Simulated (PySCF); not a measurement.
## Field gradients at the hydrogen positions

Compound: C5H7FO3.
Atom-mapped SMILES: `[CH3:1][O:2]/[C:3]([F:4])=[CH:5]\[O:6][C:7]([CH3:8])=[O:9]` (hydrogens: H10, H11, H12 on C1; H13 on C5; H14, H15, H16 on C8)

Structure used (GFN2-xTB), in Å, numbered top down from 1:
```xyz
16
C5H7FO3 angstrom
C      2.205    1.259   -0.516
O      1.453    0.472    0.404
C      1.384   -0.831    0.166
F      2.556   -1.416   -0.189
C      0.321   -1.617    0.313
O     -0.940   -1.151    0.628
C     -1.444   -0.109   -0.069
C     -2.800    0.259    0.463
O     -0.885    0.412   -0.993
H      2.205    2.265   -0.106
H      3.228    0.888   -0.605
H      1.716    1.255   -1.493
H      0.391   -2.688    0.224
H     -2.787    0.252    1.549
H     -3.085    1.237    0.089
H     -3.524   -0.479    0.124
```

Level: PBE0/pcSseg-1 (PySCF, non-relativistic); Q(2H) = 0.00286 b; rigid geometry, the same for H and D, with no vibrational averaging.

Problem. Rank these positions by the coupling χzz of a deuteron there, largest first.
A. H16 (methyl hydrogen)
B. H10 (methyl hydrogen)
C. H12 (methyl hydrogen)
D. H13 (vinylic hydrogen)

Solution. D (222 kHz), A (210 kHz), B (206 kHz), C (196 kHz).

Problem. What are Vzz, η and χzz (234.96 MHz × Q × Vzz) at all hydrogens?

Solution. 
```csv
atom,bonded to,bond length (Å),Vzz (au),η,χzz (kHz)
H10,C1,1.087,0.3064,0.08,206
H11,C1,1.092,0.2939,0.09,198
H12,C1,1.092,0.2920,0.08,196
H13,C5,1.077,0.3308,0.15,222
H14,C8,1.086,0.3137,0.03,211
H15,C8,1.085,0.3143,0.02,211
H16,C8,1.088,0.3128,0.03,210
```

Problem. How does χzz go with the bond length over the 7 C–H bonds?

Solution. A straight-line fit has a slope of -16.4 kHz for each 0.01 Å, with a correlation coefficient of -0.96, over lengths from 1.077 to 1.092 Å. The longer bonds have the smaller couplings here.

The structure is a single GFN2-xTB conformer in the gas phase; no vibrational or solvent corrections. GFN2-xTB bond lengths can be off by several hundredths of an ångström, more for odd bonds, and the gradients follow them. The basis is small and wasn't made for field gradients, so the couplings can be 20 % off.

These values come from a run that also computed NMR shieldings. The run took 38 s wall (with the writing of density and orbital grids) on one thread, Arm Neoverse V1 (aarch64) (shared host), and the process peaked at 0.83 GiB of memory.
